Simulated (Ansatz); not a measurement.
The cluster Zn₂Te⁺ (the lowest doublet isomer of a short search). Total charge 1; doublet. Geometry PBE-D4/def2-TZVP, basis def2-TZVP, Ansatz.

Cartesian coordinates in Å:
```
Zn -1.947 -0.999 0.210
Zn 1.351 1.680 -0.428
Te 0.596 -0.681 0.218
```

```tsv
run	HOMO (eV)	LUMO (eV)
A	-12.27	-7.14
B	-9.84	-9.34
C	-10.08	-9.46
D	-10.01	-9.07
E	-11.85	-7.14
F	-10.33	-8.94
```

In the def2 sets Te takes a core potential; there is no spin–orbit coupling. LC-ωPBE has ω = 0.4 bohr⁻¹. B3LYP takes the VWN-RPA correlation. HSE06 is defined as in plane-wave codes, on full-range PBE exchange. The structure comes from a short search, and lower isomers may exist.

HOMO and LUMO are taken over both spins.

Question: The runs used B3LYP, HSE06, LC-ωPBE, PBE, r2SCAN, ωB97M-V. Estimate which is which.

Answer: A LC-ωPBE (range-separated); B PBE (0 % exact exchange); C r2SCAN (0 % exact exchange); D HSE06 (range-separated); E ωB97M-V (range-separated); F B3LYP (20 % exact exchange). Exact exchange lowers occupied and raises empty levels; among semilocal functionals meta-GGAs tend to open the gap a little, and such runs are hard to tell apart. The gap grows from 0.50 eV (PBE) to 5.13 eV (LC-ωPBE).
